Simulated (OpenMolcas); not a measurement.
# Predicting a hybrid from its neighbours: CH4OZn

CH4OZn has 7 atoms, charge 0, and is taken as a singlet. SMILES: `[CH3][Zn][OH]`. Geometry: relaxed at PBE0-D4/def2-TZVP.

The HOMO–LUMO gap y, in eV, basis cc-pVDZ; a is the functional's share of exact exchange. Programs: OpenMolcas 26.06.

| functional | program | a | y (eV) |
| --- | --- | --- | --- |
| revPBE | OpenMolcas | 0 | 5.03 |
| TPSS | OpenMolcas | 0 | 5.28 |
| B3LYP | OpenMolcas | 0.2 | ? |
| PBE0 | OpenMolcas | 0.25 | 7.41 |
| BHLYP | OpenMolcas | 0.5 | 9.40 |

Question: Fit y = c + s·a to the known rows and predict B3LYP.

Answer: 
1. Means of the 4 rows: a = 0.1875, y = 6.780.
2. Σ(Δa)² = 0.17188, Σ(Δa·Δy) = 1.4675, so the slope is 1.4675/0.17188 = 8.5379.
3. Intercept: 6.780 − (8.5379) × 0.1875 = 5.179. The largest residual of the fit is 0.15.
4. B3LYP: 5.179 + (8.5379) × 0.2 = 6.89 eV.

The run gave 6.82 eV, so the prediction is off by +0.07 eV, within the largest residual. Exact exchange lowers occupied levels and raises empty ones. The rows mix families of semi-local functionals, which the line can't see.
